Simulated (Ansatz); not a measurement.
C$_{2}$H$_{6}$BrFSi, SMILES `C[Si](C)(F)Br`. Total charge 0; spin multiplicity 1. Correlated methods include outer-core shells of Br, which these sets cover unevenly. Scalar relativity is left out up to krypton.

```xyz
11

C     0.235   -1.381   -0.778
Si   -0.466    0.267   -0.322
C     0.394    1.127    1.068
F    -0.413    1.212   -1.611
Br   -2.616    0.022    0.195
H     0.182   -2.069    0.068
H    -0.320   -1.818   -1.610
H     1.283   -1.277   -1.075
H     0.345    0.530    1.981
H    -0.070    2.095    1.267
H     1.446    1.293    0.818
```

Task: Give the diagnostics of a CCSD(T)/def2-TZVPP run (frozen core, Ansatz). (An estimate is asked.)

Result: The calculation gave: T1 = 0.0090, largest single amplitude 0.015, largest double 0.017, (T) share of the correlation energy 3.4 %, 8 CCSD cycles. The RHF solution is stable towards an unrestricted one. T1 lies under the customary mark of 0.02 for closed shells.
